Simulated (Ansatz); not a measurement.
A short molecular-dynamics run on C2H5ClSSi (`C=C(Cl)[SiH2]S`).

```yaml
crystal:
  periodic: [false, false, false]
  atoms:
    - {symbol: C, position_ang: [-1.588869, 0.711309, 0.316384]}
    - {symbol: C, position_ang: [-0.365816, 0.755386, -0.197800]}
    - {symbol: Cl, position_ang: [0.385063, 2.277819, -0.559291]}
    - {symbol: Si, position_ang: [0.651047, -0.764986, -0.578764]}
    - {symbol: S, position_ang: [2.478984, -0.815839, 0.513205]}
    - {symbol: H, position_ang: [-2.166784, 1.604628, 0.527332]}
    - {symbol: H, position_ang: [-2.042545, -0.248906, 0.536878]}
    - {symbol: H, position_ang: [-0.212247, -1.932992, -0.268446]}
    - {symbol: H, position_ang: [1.065622, -0.761810, -2.000789]}
    - {symbol: H, position_ang: [1.878645, -0.875708, 1.714291]}
basis:
  gaussian: {orbitals: "6-31G*"}
hamiltonian: {xc: {name: r2SCAN}, dispersion: d4}
md: {timestep: 0.5 fs, n_steps: 50, ensemble: nvt_nose_hoover, temperature: 300, initial_velocities: maxwell_boltzmann, seed: 241}
```

```sh
$ ansatz run in.yaml --threads 4 --pin off --events-out ev --progress --plain --max-ram 10444MiB
```

| step | time (fs) | potential energy (eV) | kinetic (eV) | T (K) | conserved (eV) |
| --- | --- | --- | --- | --- | --- |
| 0 | 0.0 | -33386.2068 | 0.3102 | 300 | -33385.8966 |
| 1 | 0.5 | -33386.1995 | 0.3030 | 293 | -33385.8965 |
| 2 | 1.0 | -33386.1815 | 0.2853 | 276 | -33385.8962 |
| 3 | 1.5 | -33386.1569 | 0.2610 | 252 | -33385.8959 |
| 4 | 2.0 | -33386.1310 | 0.2354 | 228 | -33385.8956 |
| 5 | 2.5 | -33386.1088 | 0.2135 | 206 | -33385.8953 |
| 6 | 3.0 | -33386.0940 | 0.1987 | 192 | -33385.8953 |
| 7 | 3.5 | -33386.0876 | 0.1923 | 186 | -33385.8953 |
| 8 | 4.0 | -33386.0886 | 0.1931 | 187 | -33385.8955 |
| 9 | 4.5 | -33386.0941 | 0.1984 | 192 | -33385.8957 |
| 10 | 5.0 | -33386.1010 | 0.2052 | 198 | -33385.8959 |
| 11 | 5.5 | -33386.1068 | 0.2110 | 204 | -33385.8960 |
| 12 | 6.0 | -33386.1100 | 0.2141 | 207 | -33385.8960 |
| 13 | 6.5 | -33386.1098 | 0.2140 | 207 | -33385.8960 |
| 14 | 7.0 | -33386.1062 | 0.2104 | 203 | -33385.8960 |
| 15 | 7.5 | -33386.0995 | 0.2038 | 197 | -33385.8959 |
| 16 | 8.0 | -33386.0901 | 0.1945 | 188 | -33385.8959 |
| 17 | 8.5 | -33386.0787 | 0.1832 | 177 | -33385.8959 |
| 18 | 9.0 | -33386.0659 | 0.1705 | 165 | -33385.8958 |
| 19 | 9.5 | -33386.0528 | 0.1575 | 152 | -33385.8957 |
| 20 | 10.0 | -33386.0406 | 0.1454 | 141 | -33385.8957 |
| 21 | 10.5 | -33386.0307 | 0.1356 | 131 | -33385.8956 |
| 22 | 11.0 | -33386.0242 | 0.1292 | 125 | -33385.8956 |
| 23 | 11.5 | -33386.0214 | 0.1265 | 122 | -33385.8956 |
| 24 | 12.0 | -33386.0220 | 0.1270 | 123 | -33385.8957 |
| 25 | 12.5 | -33386.0245 | 0.1295 | 125 | -33385.8958 |
| 26 | 13.0 | -33386.0275 | 0.1324 | 128 | -33385.8959 |
| 27 | 13.5 | -33386.0297 | 0.1347 | 130 | -33385.8959 |
| 28 | 14.0 | -33386.0312 | 0.1363 | 132 | -33385.8958 |
| 29 | 14.5 | -33386.0328 | 0.1381 | 134 | -33385.8957 |
| 30 | 15.0 | -33386.0358 | 0.1412 | 137 | -33385.8957 |
| 31 | 15.5 | -33386.0408 | 0.1463 | 141 | -33385.8957 |
| 32 | 16.0 | -33386.0473 | 0.1528 | 148 | -33385.8958 |
| 33 | 16.5 | -33386.0536 | 0.1590 | 154 | -33385.8959 |
| 34 | 17.0 | -33386.0577 | 0.1632 | 158 | -33385.8960 |
| 35 | 17.5 | -33386.0582 | 0.1637 | 158 | -33385.8960 |
| 36 | 18.0 | -33386.0546 | 0.1604 | 155 | -33385.8960 |
| 37 | 18.5 | -33386.0480 | 0.1540 | 149 | -33385.8959 |
| 38 | 19.0 | -33386.0402 | 0.1465 | 142 | -33385.8957 |
| 39 | 19.5 | -33386.0334 | 0.1399 | 135 | -33385.8956 |
| 40 | 20.0 | -33386.0296 | 0.1364 | 132 | -33385.8955 |
| 41 | 20.5 | -33386.0305 | 0.1373 | 133 | -33385.8954 |
| 42 | 21.0 | -33386.0365 | 0.1435 | 139 | -33385.8955 |
| 43 | 21.5 | -33386.0473 | 0.1544 | 149 | -33385.8955 |
| 44 | 22.0 | -33386.0617 | 0.1688 | 163 | -33385.8957 |
| 45 | 22.5 | -33386.0775 | 0.1846 | 178 | -33385.8958 |
| 46 | 23.0 | -33386.0920 | 0.1991 | 193 | -33385.8960 |
| 47 | 23.5 | -33386.1024 | 0.2095 | 203 | -33385.8962 |
| 48 | 24.0 | -33386.1063 | 0.2136 | 207 | -33385.8963 |
| 49 | 24.5 | -33386.1024 | 0.2099 | 203 | -33385.8963 |
| 50 | 25.0 | -33386.0911 | 0.1989 | 192 | -33385.8962 |

Velocities are drawn at the set temperature; a run this short doesn't reach equilibrium.

Frames (Å, forces in eV/Å):

```xyz
10
time=0.0 fs
C    -1.589    0.711    0.316   -0.523   -0.008    0.226
C    -0.366    0.755   -0.198    0.348   -0.325   -0.146
Cl    0.385    2.278   -0.559    0.226    0.481   -0.112
Si    0.651   -0.765   -0.579   -0.022   -0.053   -0.171
S     2.479   -0.816    0.513    0.205   -0.026   -0.031
H    -2.167    1.605    0.527   -0.107    0.108    0.034
H    -2.043   -0.249    0.537   -0.074   -0.111    0.038
H    -0.212   -1.933   -0.268   -0.049   -0.051    0.014
H     1.066   -0.762   -2.001    0.012   -0.010   -0.042
H     1.879   -0.876    1.714   -0.016   -0.004    0.191
10
time=1.5 fs
C    -1.596    0.708    0.310   -0.888    0.240    0.435
C    -0.372    0.758   -0.184    0.822   -0.468   -0.465
Cl    0.389    2.278   -0.560    0.149    0.411   -0.019
Si    0.653   -0.766   -0.577   -0.518   -0.524   -0.371
S     2.480   -0.814    0.512    0.691   -0.017   -1.006
H    -2.171    1.602    0.534   -0.083    0.110   -0.025
H    -2.070   -0.241    0.521   -0.015   -0.252    0.041
H    -0.263   -1.957   -0.290    0.444    0.499   -0.068
H     1.078   -0.779   -2.017   -0.092    0.046    0.327
H     1.922   -0.872    1.693   -0.509   -0.044    1.151
10
time=3.0 fs
C    -1.605    0.706    0.304   -1.135    0.368    0.590
C    -0.376    0.760   -0.171    1.079   -0.571   -0.689
Cl    0.392    2.278   -0.561    0.072    0.334    0.071
Si    0.654   -0.766   -0.575   -0.870   -0.774   -0.497
S     2.481   -0.812    0.510    0.836   -0.040   -1.298
H    -2.177    1.601    0.541   -0.036    0.058   -0.090
H    -2.098   -0.238    0.506    0.099   -0.231    0.019
H    -0.305   -1.971   -0.313    0.761    0.803   -0.079
H     1.089   -0.795   -2.027   -0.154    0.100    0.552
H     1.954   -0.869    1.695   -0.652   -0.048    1.421
10
time=4.5 fs
C    -1.616    0.704    0.299   -1.122    0.371    0.633
C    -0.379    0.760   -0.160    1.051   -0.630   -0.795
Cl    0.396    2.278   -0.562   -0.001    0.254    0.155
Si    0.654   -0.768   -0.574   -1.063   -0.788   -0.486
S     2.482   -0.810    0.507    0.558   -0.106   -0.594
H    -2.184    1.602    0.545   -0.009    0.008   -0.140
H    -2.124   -0.239    0.492    0.234   -0.099   -0.010
H    -0.331   -1.968   -0.338    0.875    0.849   -0.032
H     1.096   -0.808   -2.025   -0.155    0.148    0.578
H     1.973   -0.867    1.727   -0.367   -0.007    0.692
10
time=6.0 fs
C    -1.628    0.703    0.296   -0.771    0.324    0.538
C    -0.380    0.760   -0.150    0.749   -0.641   -0.794
Cl    0.399    2.278   -0.563   -0.071    0.170    0.232
Si    0.654   -0.770   -0.573   -1.084   -0.574   -0.327
S     2.484   -0.809    0.504    0.176   -0.180    0.442
H    -2.192    1.603    0.547   -0.026   -0.002   -0.164
H    -2.145   -0.243    0.477    0.323    0.026   -0.019
H    -0.339   -1.948   -0.363    0.779    0.648    0.058
H     1.100   -0.819   -2.011   -0.096    0.186    0.402
H     1.985   -0.865    1.772    0.020    0.044   -0.367
10
time=7.5 fs
C    -1.643    0.702    0.293   -0.137    0.305    0.332
C    -0.379    0.758   -0.141    0.267   -0.596   -0.723
Cl    0.403    2.279   -0.563   -0.137    0.081    0.299
Si    0.653   -0.773   -0.572   -0.899   -0.127   -0.056
S     2.486   -0.807    0.501   -0.062   -0.233    1.156
H    -2.200    1.604    0.545   -0.076    0.025   -0.161
H    -2.159   -0.247    0.463    0.320    0.058    0.006
H    -0.329   -1.913   -0.387    0.460    0.200    0.182
H     1.102   -0.825   -1.989    0.012    0.211    0.065
H     1.996   -0.862    1.810    0.253    0.075   -1.099
10
time=9.0 fs
C    -1.657    0.702    0.291    0.611    0.351    0.083
C    -0.378    0.755   -0.134   -0.265   -0.492   -0.626
Cl    0.406    2.280   -0.564   -0.200   -0.015    0.357
Si    0.651   -0.775   -0.571   -0.505    0.508    0.237
S     2.488   -0.805    0.499   -0.118   -0.258    1.362
H    -2.209    1.605    0.539   -0.126    0.051   -0.148
H    -2.166   -0.249    0.448    0.232   -0.005    0.056
H    -0.311   -1.875   -0.407   -0.052   -0.445    0.318
H     1.105   -0.827   -1.965    0.133    0.225   -0.322
H     2.013   -0.857    1.826    0.292    0.080   -1.318
10
time=10.5 fs
C    -1.670    0.702    0.289    1.263    0.426   -0.134
C    -0.377    0.752   -0.127   -0.729   -0.336   -0.539
Cl    0.410    2.280   -0.564   -0.259   -0.118    0.405
Si    0.649   -0.778   -0.570   -0.034    1.112    0.425
S     2.490   -0.804    0.498   -0.010   -0.256    1.044
H    -2.221    1.608    0.530   -0.139    0.032   -0.138
H    -2.169   -0.252    0.434    0.114   -0.090    0.110
H    -0.293   -1.846   -0.420   -0.565   -1.064    0.424
H     1.110   -0.825   -1.948    0.206    0.230   -0.588
H     2.036   -0.851    1.814    0.153    0.064   -1.008
10
time=12.0 fs
C    -1.681    0.703    0.287    1.665    0.442   -0.274
C    -0.378    0.748   -0.122   -1.046   -0.147   -0.483
Cl    0.413    2.281   -0.564   -0.312   -0.227    0.442
Si    0.647   -0.779   -0.569    0.225    1.317    0.422
S     2.492   -0.803    0.497    0.250   -0.232    0.205
H    -2.236    1.611    0.519   -0.103   -0.038   -0.139
H    -2.169   -0.256    0.423    0.033   -0.095    0.147
H    -0.287   -1.840   -0.424   -0.744   -1.280    0.446
H     1.119   -0.817   -1.943    0.179    0.226   -0.589
H     2.061   -0.844    1.781   -0.146    0.033   -0.178
10
time=13.5 fs
C    -1.689    0.706    0.285    1.763    0.337   -0.327
C    -0.381    0.743   -0.117   -1.172    0.051   -0.470
Cl    0.416    2.281   -0.564   -0.361   -0.336    0.468
Si    0.645   -0.779   -0.567    0.118    0.970    0.256
S     2.494   -0.802    0.496    0.574   -0.199   -0.900
H    -2.254    1.613    0.504   -0.033   -0.120   -0.140
H    -2.168   -0.262    0.415    0.017    0.014    0.159
H    -0.297   -1.860   -0.419   -0.442   -0.924    0.367
H     1.132   -0.804   -1.951    0.049    0.208   -0.329
H     2.084   -0.836    1.745   -0.514    0.000    0.917
10
time=15.0 fs
C    -1.694    0.708    0.282    1.606    0.138   -0.313
C    -0.385    0.739   -0.114   -1.090    0.237   -0.503
Cl    0.419    2.281   -0.563   -0.406   -0.439    0.483
Si    0.643   -0.779   -0.566   -0.180    0.337    0.040
S     2.497   -0.801    0.495    0.719   -0.180   -1.503
H    -2.272    1.613    0.487    0.040   -0.163   -0.132
H    -2.166   -0.268    0.410    0.042    0.169    0.154
H    -0.315   -1.899   -0.406    0.100   -0.258    0.227
H     1.147   -0.787   -1.965   -0.128    0.171    0.041
H     2.096   -0.827    1.727   -0.702   -0.012    1.506
10
time=16.5 fs
C    -1.696    0.711    0.278    1.273   -0.063   -0.255
C    -0.392    0.735   -0.111   -0.802    0.392   -0.581
Cl    0.421    2.281   -0.562   -0.448   -0.530    0.488
Si    0.641   -0.779   -0.564   -0.429   -0.222   -0.115
S     2.500   -0.800    0.493    0.506   -0.179   -1.012
H    -2.289    1.609    0.466    0.090   -0.134   -0.108
H    -2.164   -0.271    0.409    0.058    0.259    0.144
H    -0.332   -1.944   -0.388    0.565    0.357    0.084
H     1.158   -0.766   -1.979   -0.284    0.120    0.354
H     2.093   -0.819    1.740   -0.529   -0.001    1.001
10
time=18.0 fs
C    -1.696    0.714    0.274    0.831   -0.179   -0.167
C    -0.400    0.732   -0.110   -0.331    0.506   -0.694
Cl    0.423    2.281   -0.561   -0.487   -0.602    0.482
Si    0.638   -0.778   -0.562   -0.538   -0.543   -0.144
S     2.503   -0.800    0.491    0.095   -0.172    0.063
H    -2.304    1.603    0.443    0.112   -0.042   -0.071
H    -2.161   -0.268    0.410    0.034    0.215    0.140
H    -0.336   -1.982   -0.368    0.819    0.748   -0.031
H     1.163   -0.743   -1.985   -0.377    0.063    0.509
H     2.079   -0.811    1.774   -0.157    0.007   -0.085
10
time=19.5 fs
C    -1.694    0.716    0.269    0.319   -0.182   -0.060
C    -0.408    0.729   -0.109    0.265    0.573   -0.825
Cl    0.425    2.280   -0.560   -0.523   -0.654    0.467
Si    0.636   -0.778   -0.560   -0.511   -0.612   -0.032
S     2.506   -0.799    0.488   -0.259   -0.148    0.922
H    -2.317    1.595    0.419    0.116    0.072   -0.031
H    -2.156   -0.260    0.415   -0.027    0.058    0.143
H    -0.324   -2.005   -0.349    0.854    0.885   -0.105
H     1.161   -0.718   -1.980   -0.392    0.009    0.474
H     2.062   -0.803    1.807    0.159    0.000   -0.953
10
time=21.0 fs
C    -1.692    0.719    0.265   -0.228   -0.118    0.056
C    -0.417    0.728   -0.110    0.886    0.592   -0.942
Cl    0.427    2.279   -0.558   -0.554   -0.683    0.441
Si    0.632   -0.779   -0.559   -0.357   -0.439    0.199
S     2.510   -0.799    0.486   -0.454   -0.113    1.274
H    -2.328    1.590    0.394    0.124    0.159    0.005
H    -2.153   -0.252    0.423   -0.089   -0.113    0.145
H    -0.293   -2.008   -0.332    0.688    0.766   -0.129
H     1.150   -0.693   -1.966   -0.332   -0.035    0.257
H     2.048   -0.795    1.819    0.317   -0.015   -1.307
10
time=22.5 fs
C    -1.690    0.721    0.260   -0.738   -0.074    0.164
C    -0.423    0.728   -0.113    1.395    0.571   -1.006
Cl    0.428    2.277   -0.556   -0.575   -0.690    0.405
Si    0.629   -0.779   -0.557   -0.060   -0.018    0.478
S     2.513   -0.799    0.485   -0.470   -0.076    1.103
H    -2.335    1.587    0.369    0.144    0.189    0.037
H    -2.151   -0.245    0.434   -0.105   -0.183    0.130
H    -0.248   -1.996   -0.317    0.325    0.375   -0.092
H     1.132   -0.669   -1.946   -0.217   -0.064   -0.089
H     2.040   -0.787    1.805    0.300   -0.030   -1.130
10
time=24.0 fs
C    -1.689    0.722    0.256   -1.083   -0.102    0.235
C    -0.427    0.728   -0.118    1.652    0.519   -0.976
Cl    0.429    2.275   -0.553   -0.584   -0.675    0.359
Si    0.625   -0.780   -0.555    0.385    0.618    0.686
S     2.515   -0.798    0.484   -0.289   -0.047    0.412
H    -2.340    1.589    0.345    0.166    0.167    0.068
H    -2.152   -0.242    0.447   -0.064   -0.108    0.086
H    -0.195   -1.976   -0.305   -0.187   -0.254    0.008
H     1.109   -0.646   -1.929   -0.090   -0.083   -0.448
H     2.038   -0.780    1.767    0.093   -0.035   -0.430
10
time=25.0 fs
C    -1.690    0.724    0.253   -1.152   -0.146    0.243
C    -0.428    0.729   -0.122    1.637    0.472   -0.893
Cl    0.430    2.273   -0.552   -0.581   -0.655    0.323
Si    0.623   -0.780   -0.553    0.715    1.068    0.723
S     2.517   -0.798    0.484   -0.068   -0.034   -0.283
H    -2.341    1.592    0.329    0.173    0.137    0.089
H    -2.153   -0.242    0.458   -0.020   -0.009    0.045
H    -0.162   -1.964   -0.296   -0.533   -0.707    0.094
H     1.093   -0.632   -1.922   -0.027   -0.097   -0.612
H     2.039   -0.776    1.735   -0.142   -0.030    0.271
```

It took 2 min on 4 threads of an AMD EPYC 7R43 on a shared host, with 0.18 GiB of host memory at the peak.
